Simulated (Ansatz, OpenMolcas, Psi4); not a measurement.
SiF3 (trifluorosilyl): methods side by side

The species is SiF3 (4 atoms), meant as a doublet with charge 0. SMILES: `F[Si](F)F`. The shape is that of a PBE0-D4/def2-TZVP optimisation.

| atom | x (Å) | y (Å) | z (Å) |
| --- | --- | --- | --- |
| F | 0.7849 | -0.5070 | 1.1517 |
| Si | -0.2828 | 0.2131 | 0.2343 |
| F | -0.9943 | -0.8922 | -0.6443 |
| F | 0.4922 | 1.1862 | -0.7416 |

Quantity: the energy change with the F1–Si2 bond stretched from 1.581 to 1.818 Å, in eV. The values are calculated.

| level | kind | program | value (eV) | CPU time (all runs) |
| --- | --- | --- | --- | --- |
| USVWN5/aug-cc-pVDZ | LDA | Ansatz | 0.33 | 11 s |
| UBLYP/aug-cc-pVDZ | GGA | Psi4 | 0.16 | 69 s |
| U-r2SCAN/aug-cc-pVDZ | meta-GGA | OpenMolcas | 0.35 | 1.9 min |
| UTPSS/aug-cc-pVDZ | meta-GGA | Psi4 | 0.25 | 4.3 min |
| U-r2SCAN0/aug-cc-pVDZ | hybrid meta-GGA | Ansatz | 0.45 | 46 s |
| UPBE0/aug-cc-pVDZ | global hybrid | Psi4 | 0.37 | 2.4 min |
| U-wB97X/aug-cc-pVDZ | range-separated hybrid | Ansatz | 0.35 | 89 s |
| UB2PLYP/aug-cc-pVDZ | double hybrid | Ansatz | 0.33 | 28 s |
| RPA@PBE0/aug-cc-pVDZ | RPA | Ansatz | 0.30 | 34 s |
| UCCSD/aug-cc-pVDZ | coupled cluster or CI | Psi4 | 0.37 | 5.9 min |

The first shape isn't each level's own minimum. The values span 0.16 to 0.45 eV. CPU times are rough (shared hosts, several kinds of processor and program).
